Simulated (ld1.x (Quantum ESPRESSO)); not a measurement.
Configuration tests for K (Z = 19) (ultrasoft)

ld1.x (Quantum ESPRESSO) 7.5 input, shortened:

```
&input
   title='K', zed=19., rel=2, dft='PZ', iswitch=3,
   config='[Ar] 3d-2 4s1 4p0', rel_dist='average'
 /
 &inputp
   pseudotype=3, tm=.true., lloc=-1, rcloc=2.05,
   nlcc=.true., new_core_ps=.true., rcore=2.10
 /
6
3S  1  0   2.00   0.00  1.85  2.50  0.0
4S  2  0   1.00   0.00  1.85  2.50  0.0
3P  2  1   6.00   0.00  2.00  2.25  0.0
4P  3  1   0.00   0.00  2.00  2.25  0.0
3D  3  2  -2.00   0.05  2.05  2.40  0.0
3D  3  2  -2.00   1.10  2.05  2.40  0.0
 &test
   configts(1)='3s2 3p6 4s1 4p0'
 /
```

Open shells are filled in proportion to 2j + 1 (rel_dist='average').

Energies are relative to the spin-unpolarised reference configuration 3s2 3p6 4s1 4p0; without spin polarisation the order of configurations can differ from experiment. The frozen-core shift is the all-electron ΔE with the core orbitals held at their reference shape minus the fully relaxed ΔE.

Its overlap operator is not positive definite in a basis up to 400 Ry (lowest eigenvalue s -0.05), so the file is unfit for use: the generalised eigenproblem breaks down once the basis is large enough, and its test numbers describe a broken file.

| valence configuration | charge | ΔE all-electron (eV) | error AE − PS (meV) | frozen-core shift (meV) |
| --- | --- | --- | --- | --- |
| 3s2 3p6 4s0 4p0 | +1 | 4.407 | +536 | 0.0 |
| 3s2 3p6 4s0.5 4p0 | +0.5 | 1.710 | +185 | 0.0 |
| 3s2 3p6 4s0 4p1 | 0 | 1.630 | +336 | 0.0 |
| 3s2 3p5 4s1 4p0 | +1 | 24.963 | -1090 | +2.3 |
| 3s1 3p6 4s1 4p0 | +1 | 41.828 | -1191 | +2.4 |

A Bessel basis up to 400 Ry misses an occupied level by 0.23 Ry, so cutoffs and ghosts were not judged.  The potential misses its own reference levels by up to 0.9 eV.
